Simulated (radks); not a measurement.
The numbers below are computed, except where a source is named.
Radial electron density D(r) = 4 pi r^2 rho(r) of an atom or ion with 21 electrons. Code: a radial shooting solver on a logarithmic mesh with Libxc functionals. Model: scalar-relativistic Kohn-Sham, PBE, spin-polarised, spherical densities, finite nucleus; Fermi nuclear charge, rms radius of each element as measured or else 0.836 A^(1/3) + 0.57 fm.

| r (bohr) | D(r) (e/bohr) | spin D(r) |
|---|---|---|
| 0.001999 | 0.7674 | -0.0000624 |
| 0.002521 | 1.174 | -0.0000940 |
| 0.003179 | 1.782 | -0.000139 |
| 0.004009 | 2.678 | -0.000202 |
| 0.005056 | 3.977 | -0.000281 |
| 0.006377 | 5.818 | -0.000365 |
| 0.008042 | 8.347 | -0.000415 |
| 0.01014 | 11.69 | -0.000321 |
| 0.01279 | 15.88 | 0.000178 |
| 0.01613 | 20.77 | 0.00166 |
| 0.02034 | 25.91 | 0.00533 |
| 0.02565 | 30.48 | 0.0135 |
| 0.03235 | 33.44 | 0.0305 |
| 0.04047 | 33.90 | 0.0616 |
| 0.05104 | 31.83 | 0.118 |
| 0.06437 | 28.56 | 0.208 |
| 0.08118 | 26.79 | 0.336 |
| 0.1024 | 28.85 | 0.490 |
| 0.1291 | 34.17 | 0.649 |
| 0.1628 | 38.28 | 0.820 |
| 0.2053 | 36.03 | 1.13 |
| 0.259 | 27.13 | 1.87 |
| 0.3266 | 17.95 | 3.35 |
| 0.4118 | 15.00 | 5.41 |
| 0.5194 | 17.13 | 7.08 |
| 0.6498 | 17.49 | 7.11 |
| 0.8195 | 12.82 | 5.30 |
| 1.033 | 6.311 | 2.82 |
| 1.303 | 2.009 | 1.02 |
| 1.644 | 0.3955 | 0.239 |
| 2.073 | 0.04444 | 0.0323 |
| 2.614 | 0.002519 | 0.00213 |

What is the nuclear charge?

Answer. Z = 28. The innermost maximum, from 1s, lies near gamma/Z bohr with gamma = sqrt(1 - (Z/c)^2) = 0.979, here 0.035 bohr (found: 0.0377), and its height grows with Z. The density is that of the nickel ion Ni7+ in [Ne] 3s2 3p5 3d4; the configuration itself is not fixed sharply by these data, and Z only to about a unit. D(r) has 3 maxima, at r = 0.0377, 0.171, 0.595 bohr, and minima at 0.0818, 0.402 bohr, inside which lie 2.11, 10.76 electrons.
